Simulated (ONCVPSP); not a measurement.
Pseudopotential generation for Te (Z = 52): ONCV, PBEsol, fully relativistic.

Te (Z = 52), optimised norm-conserving Vanderbilt (ONCV), made with ONCVPSP 4.0.1 (PBEsol, fully relativistic). Core [Kr], reference 4d10 5s2 5p4. Waves: 5s: rc 1.55 bohr, ncon 4, nbas 7, qcut 4.2 1/bohr, 2 projectors, debl 1.2 Ha; 5p: rc 1.75 bohr, ncon 4, nbas 9, qcut 5.2 1/bohr, 2 projectors, debl 0.7 Ha; 4d: rc 0.95 bohr, ncon 3, nbas 7, qcut 11.6 1/bohr, 2 projectors, debl 2.7 Ha. Local part: polynomial inside 0.65 bohr (lpopt 5, dvloc0 4 Ha). Core correction: Teter function, fcfact 4, rcfact 1.55.

Open shells are filled in proportion to 2j + 1.

Poles of the logarithmic derivatives, all-electron (AE) and pseudo (PS). s: poles at 4.4 (AE) and 4.5 (PS) Ha. p3/2: poles at 3.7 (AE) and 3.8 (PS) Ha. p1/2: poles at 3.4 (AE) and 3.5 (PS) Ha. d5/2: poles at 4.1 (AE) and 4.1 (PS) Ha. d3/2: poles at 3.9 (AE) and 3.9 (PS) Ha. Test radii: s 1.57, p3/2 1.77, p1/2 1.77, d5/2 0.96, d3/2 0.96 bohr.

* Cutoffs needed: 53 Ha and 62 Ha (the cutoffs (Ha) at which the residual kinetic energy of the hardest occupied pseudo-wave falls to 1 and 0.1 mHa per electron)
* Ghost test: ghosts flagged at negative energy: s at -144.6 eV, p3/2 at -87.9 eV, p1/2 at -89.5 eV; GHOST(+) flagged for s at 39.0 eV, p3/2 at 482.8 eV; a true bound ghost makes a file unfit for plane-wave use
* Largest excitation error: -392 meV (all-electron minus pseudo) for 4d9 5s2 5p4, out of 4 test configurations
* rms error of d²Exc/dni dnj: 7.52 mHa without and 3.87 mHa with the model core
